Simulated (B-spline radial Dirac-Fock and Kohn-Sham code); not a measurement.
Sr⁵⁺: eigenvalues, ΔSCF and the reference

System: Sr⁵⁺, [Ar] 3d10 4s2 4p3.

The density-functional columns are spherical, spin-unpolarised Dirac-Kohn-Sham results without Breit or QED terms: −ε is minus the orbital energy of the initial state and ΔSCF the difference of two total energies. The reference in the last column comes from multi-electron Dirac-Fock with separately optimised hole states, Breit and Lamb-shift corrections added in first order. All numbers are from an atomic code on a B-spline grid, in eV; a selection of levels is shown. The Kohn-Sham columns are given as differences from the reference. For the 1s level of heavy atoms much of the gap between ΔSCF and the reference is the Breit and QED part, -39.2 eV here; for other levels the error of the functional can be larger.

| level | PBE −ε − DF | PBE ΔSCF − DF | LDA −ε − DF | LDA ΔSCF − DF | Dirac-Fock |
| --- | --- | --- | --- | --- | --- |
| 1s | -186.4 | +59.8 | -210.8 | +34.7 | 16185.8 |
| 2s | -77.7 | -33.5 | -80.4 | -36.1 | 2302.0 |
| 2p3/2 | -58.8 | -6.8 | -59.5 | -7.4 | 2020.8 |
| 3s | -39.1 | -21.0 | -40.1 | -22.0 | 439.0 |
| 3p3/2 | -30.7 | -12.9 | -31.0 | -13.2 | 349.6 |
| 3d3/2 | -17.1 | +1.1 | -16.8 | +1.4 | 212.3 |
| 3d5/2 | -17.1 | +0.9 | -16.8 | +1.2 | 210.5 |
| 4s | -7.9 | +0.6 | -7.7 | +0.9 | 107.8 |
| 4p | -6.8 | +1.1 | -6.5 | +1.4 | 86.53 |

Values without a named source are computed, but for edge energies of neutral atoms, which are taken from tables.
